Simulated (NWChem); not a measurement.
System: C₂H₆BF; SMILES CB(C)F

NWChem input:

```
start job
memory heap 200 mb stack 900 mb global 1100 mb
geometry units angstroms noautosym nocenter noautoz
  B      0.069229    -0.000801    -0.005259
  F      1.406824     0.010641    -0.015013
  C     -0.645819    -1.394982     0.035821
  H     -0.877308    -1.678198    -1.008171
  H     -1.609354    -1.366724     0.566372
  H     -0.013284    -2.191737     0.453708
  C     -0.664013     1.384461    -0.035086
  H     -1.675114     1.333730    -0.464778
  H     -0.079803     2.163484    -0.547200
  H     -0.784461     1.715626     1.013551
end
basis spherical
  * library def2-svpd
end
dft
  xc pbe0
  iterations 150
end
property
  response 1 0.0
end
task dft property
```

All runs use the structure optimised with PBE0/def2-SVP.

Static field.

Problem. What results follow from this input? (PBE0/def2-SVPD.) Quantities: isotropic polarisability (bohr³); anisotropy (bohr³).

Solution. The isotropic polarisability (bohr³) comes out as 40.3 and the anisotropy (bohr³) comes out as 9.1.
